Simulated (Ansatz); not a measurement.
Z-matrix (Å, degrees):
```
C
C 1 1.3316
H 2 1.0796 1 123.35
C 1 1.4609 2 122.80 3 -179.94
C 4 1.3272 1 124.68 2 -179.99
H 5 1.0810 4 121.06 1 179.96
H 5 1.0831 6 116.35 4 179.94
H 4 1.0836 5 118.92 6 -0.03
Cl 2 1.7320 3 111.54 1 -179.90
Si 1 1.8719 2 116.12 3 0.07
H 10 1.4775 1 108.01 2 -0.02
H 10 1.4786 11 109.57 3 -120.74
H 10 1.4786 11 109.58 12 -118.55
```
Charge 0, multiplicity 1.

Computed with frozen-core CCSD(T)/cc-pVTZ // CAM-B3LYP-D3(BJ)/def2-TZVP (Ansatz, a quantum-chemistry and plane-wave program). The restricted HF reference is unstable towards unrestricted orbitals.

The HF energy comes out as -904.02129 Ha and the MP2 correlation energy comes out as -0.95853 Ha.

Question: Estimate the CCSD correlation energy, the (T) correction, the total energy and the T1 diagnostic.

Answer: 
```yaml
CCSD correlation energy: -1.01733 Ha
"(T) correction": -0.04836 Ha
CCSD(T) total energy: -905.08697 Ha
T1 diagnostic: 0.012
```
